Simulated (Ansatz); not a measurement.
```yaml
crystal:
  periodic: [false, false, false]
  atoms:
    - {symbol: Si, position_ang: [-0.192555, -0.236939, -0.571296]}
    - {symbol: C, position_ang: [-0.044902, -0.306633, 1.467412]}
    - {symbol: C, position_ang: [0.662697, 0.858593, 2.115348]}
    - {symbol: H, position_ang: [0.354715, -1.175674, 1.684932]}
    - {symbol: H, position_ang: [-1.098181, -0.345750, 1.771375]}
    - {symbol: H, position_ang: [0.585277, 0.942981, 3.245916]}
    - {symbol: H, position_ang: [1.734104, 0.870322, 1.731426]}
    - {symbol: H, position_ang: [0.108017, 1.806361, 1.940931]}
    - {symbol: N, position_ang: [1.501195, -0.346940, -1.071601]}
    - {symbol: C, position_ang: [2.415707, -0.110925, -1.483217]}
    - {symbol: O, position_ang: [3.581577, -0.315527, -2.094784]}
    - {symbol: N, position_ang: [-0.844238, 1.051422, -0.972627]}
    - {symbol: C, position_ang: [-1.443732, 2.031085, -1.505372]}
    - {symbol: O, position_ang: [-2.016064, 3.068052, -1.965353]}
    - {symbol: N, position_ang: [-1.011065, -1.649588, -0.853348]}
    - {symbol: C, position_ang: [-1.573203, -2.638628, -1.482837]}
    - {symbol: O, position_ang: [-2.260889, -3.562311, -1.945748]}
basis:
  gaussian: {orbitals: cc-pVTZ-DK, fitting: {mean_field: cc-pVTZ-jkfit}}
hamiltonian: {xc: {name: PBE0}}
scf: {omitted_lower_state_checks: [starts]}
```

```sh
$ ansatz run in.yaml --threads 4 --pin off --events-out ev --progress --plain --max-ram 6963MiB
```

Output, abridged:

```
Functional definition: PBE0
1140 factors; integrals over basis functions are off by at most 7.1e-1 eV
mean field evaluation 1: about -23742.2225 eV, gradient 1.1e2 eV
mean field evaluation 2: about -23712.4322 eV, gradient 1.6e2 eV
mean field evaluation 4: about -23762.4217 eV, gradient 1.7e1 eV
mean field evaluation 8: about -23762.9659 eV, gradient 3.5e-1 eV
mean field evaluation 16: about -23762.9676 eV, gradient 8.3e-4 eV
mean field -23762.96757117 eV, -873.2729511225 hartree, gradient 5.7e-5 eV, S^2 0.000000; 0 other end points of the search recorded, 0 dependent functions left out
reference -23762.96760528 eV, -873.2729523762 hartree; 47, 47 occupied and 387, 387 virtual orbitals, 1140 factors
Total energy: -23762.96760528 eV, -873.2729523762 hartree
Relativity: scalar
Checks for a lower state left out: starts
```

It took 12 s on 4 threads of Arm Neoverse V2 on a shared host, peak host memory 1.3 GiB.

DK, ANO-RCC and x2c sets are all-electron and run with scalar relativity unless a key says otherwise.
